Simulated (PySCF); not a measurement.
The same groups moved round the core (benzothiophene chloro). All species are isolated molecules in the gas phase. Strings in code marks are SMILES.

Quantity: electronic energy of isomers of C8H5ClS relative to `Clc1cccc2sccc12`, in kcal/mol.

Case: `Clc1ccc2ccsc2c1`. Geometry of `c1c(cc2c(ccs2)c1)Cl` (neutral, multiplicity 1, Å):

```xyz
15

Cl    -3.5989     1.4559    -0.1008
C     -2.0182     0.7148    -0.0518
C     -1.9242    -0.6958     0.0148
C     -0.6726    -1.3090     0.0548
C      0.5053    -0.5254     0.0291
C      1.8868    -0.9318     0.0607
C      2.7524     0.1326     0.0191
S      1.9407     1.6778    -0.0604
C      0.3729     0.8969    -0.0384
C     -0.8813     1.5297    -0.0793
H     -2.8466    -1.2923     0.0341
H     -0.5996    -2.4058     0.1066
H      2.2149    -1.9788     0.1125
H      3.8493     0.1088     0.0302
H     -0.9808     2.6224    -0.1311
```

**Question.** Estimate the electronic energy of isomers of C8H5ClS relative to `Clc1cccc2sccc12` that B3LYP/6-311+G** // PBE-D3(BJ)/def2-SVP (PySCF) returns for this input.

**Answer.** 0.24 kcal/mol.
